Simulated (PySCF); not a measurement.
NP, SMILES N#P.

Coordinates come from a B3LYP-D3(BJ)/def2-TZVPD optimisation.

These are B3LYP/def2-TZVPD (PySCF) values and carry that method's errors.

Gas-phase values at a fixed geometry.

The total energy comes out as -396.11697 hartree and the point group is C∞v. The highest occupied level comes out as -9.04 eV and the lowest empty level is -2.63 eV. The orbital gap is 6.41 eV and the dipole moment is 2.91 D. The quadrupole, principal values (traceless, Buckingham form, about the centre of nuclear charge) is -2.58, 1.29, 1.29 D·Å and the mean static polarisability is 28.0 bohr³ (4.15 Å³). The polarisability, principal values is 23.8, 23.8, 36.4 bohr³.
